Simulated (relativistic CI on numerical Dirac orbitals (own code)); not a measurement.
Crystal-field levels of Ir²⁺, 5d7

Calculated by Dirac-Coulomb-Breit CI, KLI orbitals optimised for each configuration, model QED (radiative potential, 1s self-energy scaled to tabulated hydrogen-like ionisation energies), valence Slater integrals scaled by 0.65, one configuration in a parametric crystal field (own radial code).

Field parameters in Wybourne normalisation: D4h B²₀ = −7Ds, B⁴₀ = 21(Dq − Dt), B⁴₄ = 21√(5/14) Dq. The field is a parameter set, without covalency.

S and J are read from ⟨S²⟩ = S(S + 1) and ⟨J²⟩ = J(J + 1) of each level; they are not fictitious spins.

D4h, 10Dq = 20550, Ds = -1500, Dt = -290 cm⁻¹, the lowest 10 levels:

```json
{"E (cm⁻¹)": "0.0", "Degeneracy": "2", "Irrep": "Γ7", "S": "0.60", "J": "3.93"}
{"E (cm⁻¹)": "6760", "Degeneracy": "2", "Irrep": "Γ6", "S": "0.70", "J": "3.90"}
{"E (cm⁻¹)": "12803", "Degeneracy": "2", "Irrep": "Γ6", "S": "1.46", "J": "4.23"}
{"E (cm⁻¹)": "14001", "Degeneracy": "2", "Irrep": "Γ6", "S": "1.44", "J": "3.88"}
{"E (cm⁻¹)": "14930", "Degeneracy": "2", "Irrep": "Γ7", "S": "1.40", "J": "3.91"}
{"E (cm⁻¹)": "18517", "Degeneracy": "2", "Irrep": "Γ7", "S": "0.98", "J": "3.43"}
{"E (cm⁻¹)": "18854", "Degeneracy": "2", "Irrep": "Γ7", "S": "1.30", "J": "3.52"}
{"E (cm⁻¹)": "20196", "Degeneracy": "2", "Irrep": "Γ7", "S": "1.36", "J": "3.11"}
{"E (cm⁻¹)": "20996", "Degeneracy": "2", "Irrep": "Γ6", "S": "1.36", "J": "3.57"}
{"E (cm⁻¹)": "22171", "Degeneracy": "2", "Irrep": "Γ6", "S": "0.66", "J": "3.78"}
```

Principal g values of the ground doublet: 2.35, 2.35, 3.14.

D4h, 10Dq = 20550, Ds = -1090, Dt = -290 cm⁻¹, the lowest 16 levels:

```
E (cm⁻¹)  Degeneracy  Irrep     S     J
     0.0           2     Γ7  0.61  3.93
    5269           2     Γ6  0.68  3.90
   12151           2     Γ6  1.46  4.23
   13515           2     Γ6  1.43  3.89
   14159           2     Γ7  1.41  3.92
   18298           2     Γ7  1.39  3.15
   18691           2     Γ7  1.26  3.52
   19432           2     Γ7  1.01  3.39
   19803           2     Γ6  1.40  3.52
   21707           2     Γ6  0.62  3.79
   24414           2     Γ7  0.63  4.17
   25883           2     Γ6  0.62  4.36
   26111           2     Γ7  0.70  3.46
   26951           2     Γ6  0.59  4.40
   27180           2     Γ7  0.60  3.40
   28473           2     Γ6  0.60  3.40
```

Principal g values of the ground doublet: 2.34, 2.34, 3.15.

D4h, 10Dq = 20550, Ds = -680, Dt = -290 cm⁻¹, the lowest 16 levels:

```
E (cm⁻¹)  Degeneracy  Irrep     S     J
     0.0           2     Γ7  0.61  3.93
    3759           2     Γ6  0.67  3.90
   11454           2     Γ6  1.47  4.24
   13020           2     Γ6  1.42  3.91
   13257           2     Γ7  1.41  3.92
   17798           2     Γ7  1.46  2.96
   18152           2     Γ7  1.44  3.38
   18628           2     Γ6  1.41  3.49
   19297           2     Γ7  0.66  3.71
   21143           2     Γ6  0.62  3.79
   24261           2     Γ7  0.61  4.33
   25298           2     Γ6  0.62  4.17
   25822           2     Γ7  0.66  3.63
   25878           2     Γ6  0.58  4.77
   26477           2     Γ7  0.63  3.05
   28431           2     Γ6  0.64  3.25
```

Principal g values of the ground doublet: 2.33, 2.33, 3.16.

D4h, 10Dq = 20550, Ds = -270, Dt = -290 cm⁻¹, the lowest 10 levels:

```csv
E (cm⁻¹),Degeneracy,Irrep,S,J
0.0,2,Γ7,0.62,3.93
2237,2,Γ6,0.66,3.90
10687,2,Γ6,1.47,4.24
12218,2,Γ7,1.42,3.90
12516,2,Γ6,1.41,3.93
17085,2,Γ7,1.49,2.93
17518,2,Γ6,1.41,3.47
17712,2,Γ7,1.43,3.39
19240,2,Γ7,0.62,3.75
20468,2,Γ6,0.62,3.81
```

Principal g values of the ground doublet: 2.33, 2.33, 3.18.

D4h, 10Dq = 20550, Ds = 140, Dt = -290 cm⁻¹, the lowest 10 levels:

```csv
E (cm⁻¹),Degeneracy,Irrep,S,J
0.0,2,Γ7,0.62,3.93
706,2,Γ6,0.66,3.90
9829,2,Γ6,1.47,4.23
11055,2,Γ7,1.43,3.86
12004,2,Γ6,1.40,3.95
16385,2,Γ7,1.48,2.97
16496,2,Γ6,1.42,3.46
17329,2,Γ7,1.43,3.40
19009,2,Γ7,0.62,3.74
19675,2,Γ6,0.63,3.85
```

Principal g values of the ground doublet: 2.33, 2.33, 3.19.

The free-ion ground term has S = 3/2. The field overcomes the spin-pairing energy for D4h, 10Dq = 20550, Ds = -1500, Dt = -290 cm⁻¹; D4h, 10Dq = 20550, Ds = -1090, Dt = -290 cm⁻¹; D4h, 10Dq = 20550, Ds = -680, Dt = -290 cm⁻¹; D4h, 10Dq = 20550, Ds = -270, Dt = -290 cm⁻¹; D4h, 10Dq = 20550, Ds = 140, Dt = -290 cm⁻¹, where the ground state has lower spin; these fields are assumed values.

Levels of this model without a field, named by their leading LS term (the scale mimics covalency, so terms lie below those of the real free ion): 4F_9/2 0, 4F_7/2 6982, 2P_3/2 7359, 4F_5/2 7864, 4F_3/2 11879, 4P_5/2 12990, 2G_9/2 13082, 4P_1/2 15360 cm⁻¹.
